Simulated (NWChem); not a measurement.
System: GeH₃O₃ cation

Parts of the log:

```
             Northwest Computational Chemistry Package (NWChem) 7.3.0
             --------------------------------------------------------

                             Geometry "geometry" -> ""
                             -------------------------

 Output coordinates in angstroms (scale by  1.889725989 to convert to a.u.)

  No.       Tag          Charge          X              Y              Z
 ---- ---------------- ---------- -------------- -------------- --------------
    1 O                    8.0000    -1.67991700     0.22004300     0.00000000
    2 Ge                  32.0000    -0.00257300     0.00962500     0.00000000
    3 O                    8.0000     0.60548600    -1.57986000     0.00000000
    4 O                    8.0000     0.84418300     1.47827200     0.00000000
    5 H                    1.0000    -2.23766400    -0.57650200     0.00000000
    6 H                    1.0000     1.56178500    -1.75023300     0.00000000
    7 H                    1.0000     1.81485600     1.48592500     0.00000000

 Effective nuclear repulsion energy (a.u.)     316.9445317607

  xc_inp: hfexch multiplicative factor not found.
                              NWChem Property Module
                              ----------------------

  itol2e modified to match energy
  convergence criterion.

                                 NWChem DFT Module
                                 -----------------

 Summary of "ao basis" -> "ao basis" (spherical)
 ------------------------------------------------------------------------------
       Tag                 Description            Shells   Functions and Types
 ---------------- ------------------------------  ------  ---------------------
 O                          cc-pvtz                 10       30   4s3p2d1f
 Ge                         cc-pvtz                 15       43   6s5p3d1f
 H                          cc-pvtz                  6       14   3s2p1d

  itol2e modified to match energy
  convergence criterion.

[...]

          -----------------------
          Electric field gradient
          -----------------------

 1 a.u. = 0.324123 10**(16) esu/cm**3  ( or statvolts/cm**2 ) = 0.97174 10**(22) v/m**2

 ------------------------------------------------------------
   Atom      X         Y         Z
 ------------------------------------------------------------
    1 O   -3.17458   0.41582   0.00000
 ------------------------------------------------------------

 Electric field gradient in molecular frame (a.u.)
         XX             YY             ZZ             XY             XZ             YZ
 ------------------------------------------------------------------------------------------
       -1.147035      -0.000034       1.147069      -0.597378       0.000000       0.000000

 Principal components (a.u.) and orientation
 of principal axis w.r.t. absolute frame                      Asymmetry parameter eta
 --------------------------------------------------------------------------------------
       -1.401643       1.147069       0.254574                       0.636749

        0.919930       0.000000      -0.392082
        0.392082       0.000000       0.919930
        0.000000       1.000000       0.000000

 ------------------------------------------------------------
   Atom      X         Y         Z
 ------------------------------------------------------------
    2 Ge  -0.00486   0.01819   0.00000
 ------------------------------------------------------------

 Electric field gradient in molecular frame (a.u.)
         XX             YY             ZZ             XY             XZ             YZ
 ------------------------------------------------------------------------------------------
        1.939420       1.653899      -3.593319       0.101924      -0.000000      -0.000000

 Principal components (a.u.) and orientation
 of principal axis w.r.t. absolute frame                      Asymmetry parameter eta
 --------------------------------------------------------------------------------------
       -3.593319       1.972070       1.621249                       0.097632

        0.000000       0.952329      -0.305072
        0.000000       0.305072       0.952329
        1.000000       0.000000       0.000000

 ------------------------------------------------------------
   Atom      X         Y         Z
 ------------------------------------------------------------
    3 O    1.14420  -2.98550   0.00000
 ------------------------------------------------------------

 Electric field gradient in molecular frame (a.u.)
         XX             YY             ZZ             XY             XZ             YZ
 ------------------------------------------------------------------------------------------
       -0.713211      -0.441427       1.154639       0.827751       0.000000      -0.000000

 Principal components (a.u.) and orientation
 of principal axis w.r.t. absolute frame                      Asymmetry parameter eta
 --------------------------------------------------------------------------------------
       -1.416151       1.154639       0.261513                       0.630671

        0.762234       0.000000       0.647302
       -0.647302       0.000000       0.762234
        0.000000       1.000000       0.000000

 ------------------------------------------------------------
   Atom      X         Y         Z
 ------------------------------------------------------------
    4 O    1.59527   2.79353   0.00000
 ------------------------------------------------------------

[...]
```

Level: Hartree-Fock/cc-pVTZ. Structure relaxed at the PBE0/def2-SVP level. NWChem prints the field gradient with the sign opposite to the second derivative of the potential.

**Question.** Reconstruct the input file.

**Answer.** This is not unique; one that fits is the input that was run:
```
start job
memory heap 200 mb stack 700 mb global 900 mb
charge 1
geometry units angstroms noautosym nocenter noautoz
  O     -1.679917     0.220043     0.000000
  Ge    -0.002573     0.009625     0.000000
  O      0.605486    -1.579860     0.000000
  O      0.844183     1.478272     0.000000
  H     -2.237664    -0.576502     0.000000
  H      1.561785    -1.750233     0.000000
  H      1.814856     1.485925     0.000000
end
basis spherical
  O library cc-pvtz
  Ge library cc-pvtz
  H library cc-pvtz
end
dft
  xc hfexch
  iterations 150
  semidirect filesize 400000000
end
property
  efieldgrad
end
task dft property
```
